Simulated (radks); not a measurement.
Task: Ga III, configuration [Ar] 3d10 4s1. Calculated with a radial shooting solver on a logarithmic mesh with Libxc functionals: scalar-relativistic Kohn-Sham, PBEsol, spin-unpolarised, spherical densities, finite nucleus; Fermi nuclear charge, rms radius 3.9973 fm. Some entries of the table are withheld. Estimate them.

orbital,occ.,eigenvalue (hartree),r(max) (bohr),<r^2> (bohr^2)
1s,2,-376.3716,0.03180,0.003182
2s,2,-47.09180,0.1825,0.05605
2p,6,-41.10403,0.1465,0.04463
3s,2,(1),(2),(3)
3p,6,-4.37475,(4),0.5447
3d,10,-1.44747,0.5328,0.8242
4s,1,-0.95668,1.776,4.879
4p,0,-0.64872,2.118,7.202

Result: 
(1) 3s eigenvalue (hartree): -6.17876
(2) 3s r(max) (bohr): 0.5649
(3) 3s <r^2> (bohr^2): 0.4917
(4) 3p r(max) (bohr): 0.5671
